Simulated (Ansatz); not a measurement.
`[CH3][Ge]([OH])([F])[Cl]`. The species carries charge 0 and has multiplicity 1.

```xyz
9

C     1.142   -0.743    0.027
Ge   -0.540    0.165    0.158
O    -0.516    1.651   -0.768
F    -0.883    0.580    1.803
Cl   -2.216   -1.026   -0.440
H     1.316   -1.035   -1.008
H     1.126   -1.629    0.660
H     1.934   -0.069    0.355
H    -1.362    2.106   -0.787
```

Q: What are the harmonic wavenumbers in cm⁻¹ at PBE0-D4/def2-TZVP (Ansatz, finite differences of forces, unscaled)? (Estimate.)

A: Ansatz gave: 92, 136, 164, 190, 213, 238, 271, 428, 635, 710, 750, 818, 823, 927, 1274, 1446, 1448, 3078, 3177, 3181, 3889.

Q: Is this a minimum?

A: Yes, all 21 modes are real.

Q: Give the ideal-gas thermochemistry at 298.15 K and 1 bar (rigid rotor, harmonic oscillator; point group C1, symmetry number 1).

A: Zero-point energy 142.9 kJ/mol; H(298) − E = 165.8 kJ/mol; entropy 366.8 J/(mol·K), of which translation 172.1, rotation 115.2, vibration 79.5; G(298) − E = 56.4 kJ/mol. Modes under 100 cm⁻¹ are hindered rotations or soft bends, so the harmonic entropy is rough.

Q: And at 400, 500, 600, 800 and 1000 K?

A: 
| T (K) | H − E (kJ/mol) | S (J/mol/K) | G − E (kJ/mol) |
| --- | --- | --- | --- |
| 400 | 178.1 | 402.1 | 17.2 |
| 500 | 191.4 | 431.8 | -24.5 |
| 600 | 205.7 | 457.8 | -69.0 |
| 800 | 236.5 | 502.0 | -165.1 |
| 1000 | 269.3 | 538.6 | -269.3 |
